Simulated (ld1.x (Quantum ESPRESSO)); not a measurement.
# Cutoff test, Sm, ultrasoft

```json
{
  "Element": "samarium",
  "Generator": "ld1.x (Quantum ESPRESSO) 7.5",
  "Type": "ultrasoft",
  "Functional": "PBE",
  "Relativity": "scalar-relativistic",
  "Frozen core": "[Kr] 4d10",
  "Valence charge": "16",
  "Reference configuration": "4f6 5s2 5p6 5d0 6s1 6p0 (charge +1)",
  "Partial waves": "5s (bound): rcut 1.80, rcutus 2.25 bohr; 6s (bound): rcut 1.80, rcutus 2.25 bohr; 5p (bound): rcut 2.15, rcutus 2.35 bohr; 6p (bound, empty): rcut 2.15, rcutus 2.35 bohr; 5d (bound, empty): rcut 3.40, rcutus 3.60 bohr; 5d channel at 2.35 Ry: rcut 3.40, rcutus 3.60 bohr; 4f (bound): rcut 1.20, rcutus 1.50 bohr; 4f channel at 0.95 Ry: rcut 1.20, rcutus 1.50 bohr",
  "Local potential": "all-electron potential smoothed inside 2.90 bohr (lloc = -1)",
  "Core correction": "Bessel-smoothed model core, default radius (core density twice the valence density)",
  "Augmentation charge": "PSQ, radius 0.90 bohr"
}
```

The pseudo-atom Hamiltonian at the reference potential is diagonalised in spherical Bessel functions j_l(qr) that vanish at 20 bohr, with q² up to the cutoff. All-electron valence levels (Ry): 5s -3.6329, 6s -0.6188, 5p -2.1590, 6p -0.3901, 5d -0.5293, 4f -0.6295.

How do the lowest levels (Ry) of each channel move with the cutoff, and are there ghosts?

| cutoff (Ry) | s #1 | s #2 | p #1 | p #2 | d #1 | f #1 | Σ f·Δε (mRy) |
| --- | --- | --- | --- | --- | --- | --- | --- |
| 8 | -3.6252 | -0.6004 | -2.1173 | -0.3720 | -0.5291 | -0.0834 | 3561.0 |
| 15 | -3.6326 | -0.6169 | -2.1586 | -0.3867 | -0.5293 | -0.0852 | 3271.2 |
| 21 | -3.6329 | -0.6187 | -2.1587 | -0.3898 | -0.5293 | -0.0959 | 3203.8 |
| 35 | -3.6329 | -0.6188 | -2.1590 | -0.3901 | -0.5293 | -0.5170 | 675.2 |
| 50 | -3.6329 | -0.6188 | -2.1590 | -0.3901 | -0.5293 | -0.6172 | 73.9 |
| 70 | -3.6329 | -0.6188 | -2.1590 | -0.3901 | -0.5293 | -0.6284 | 6.8 |
| 90 | -3.6329 | -0.6188 | -2.1590 | -0.3901 | -0.5293 | -0.6291 | 2.5 |
| 120 | -3.6329 | -0.6188 | -2.1590 | -0.3901 | -0.5293 | -0.6294 | 0.7 |
| 400 | -3.6329 | -0.6188 | -2.1590 | -0.3901 | -0.5293 | -0.6295 | 0.0 |

Result: no extra level below or beside the all-electron valence levels (s, p, d, f tested); 10 mRy is reached at 70 Ry and 1 mRy at 100 Ry.

Test run stopped at test 4 of 7 (negative rho).
